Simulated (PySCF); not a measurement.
**Mo²⁺ (molybdenum, charge +2) across methods**

[Kr] 4d3 5p1, one real determinant (an excited configuration). All numbers are calculated (PySCF 2.14, scalar relativity through the core potential, in def2-TZVPPD with the def2 core potential (28 electrons) (6s4p3d2f1g, 56 functions)).

```json
{"method": "PBE", "E (hartree)": "-66.9024", "mean ε 4p β (eV)": "-61.299", "mean ε 4d α (eV)": "-26.058", "mean ε 5p α (eV)": "-15.091", "Σ⟨r²⟩ (bohr²)": "35.71", "⟨S²⟩": "6.001"}
{"method": "PBE0", "E (hartree)": "-66.8908", "mean ε 4p β (eV)": "-63.670", "mean ε 4d α (eV)": "-27.823", "mean ε 5p α (eV)": "-15.639", "Σ⟨r²⟩ (bohr²)": "35.78", "⟨S²⟩": "6.001"}
{"method": "CAM-B3LYP", "E (hartree)": "-66.8513", "mean ε 4p β (eV)": "-65.135", "mean ε 4d α (eV)": "-29.150", "mean ε 5p α (eV)": "-16.501", "Σ⟨r²⟩ (bohr²)": "35.76", "⟨S²⟩": "6.001"}
{"method": "r2SCAN", "E (hartree)": "-66.9312", "mean ε 4p β (eV)": "-62.083", "mean ε 4d α (eV)": "-26.536", "mean ε 5p α (eV)": "-15.138", "Σ⟨r²⟩ (bohr²)": "35.64", "⟨S²⟩": "6.002"}
{"method": "LDA", "E (hartree)": "-66.7035", "mean ε 4p β (eV)": "-61.257", "mean ε 4d α (eV)": "-25.990", "mean ε 5p α (eV)": "-15.165", "Σ⟨r²⟩ (bohr²)": "35.77", "⟨S²⟩": "6.000"}
{"method": "UHF", "E (hartree)": "-66.43933", "mean ε 4p β (eV)": "-69.429", "mean ε 4d α (eV)": "-32.420", "mean ε 5p α (eV)": "-16.851", "Σ⟨r²⟩ (bohr²)": "36.36", "⟨S²⟩": "6.004"}
{"method": "wB97M-V", "E (hartree)": "-66.8200", "mean ε 4p β (eV)": "-66.432", "mean ε 4d α (eV)": "-30.100", "mean ε 5p α (eV)": "-17.161", "Σ⟨r²⟩ (bohr²)": "35.86", "⟨S²⟩": "6.001"}
{"method": "B3LYP", "E (hartree)": "-66.9183", "mean ε 4p β (eV)": "-63.261", "mean ε 4d α (eV)": "-27.393", "mean ε 5p α (eV)": "-15.484", "Σ⟨r²⟩ (bohr²)": "35.73", "⟨S²⟩": "6.001"}
{"method": "BP86", "E (hartree)": "-66.9602", "mean ε 4p β (eV)": "-61.475", "mean ε 4d α (eV)": "-26.111", "mean ε 5p α (eV)": "-15.211", "Σ⟨r²⟩ (bohr²)": "35.63", "⟨S²⟩": "6.001"}
```

⟨L²⟩ = 14.01 against 20 for a pure G term, so this real determinant mixes terms. Energies and moments cover only the electrons outside the core potential.
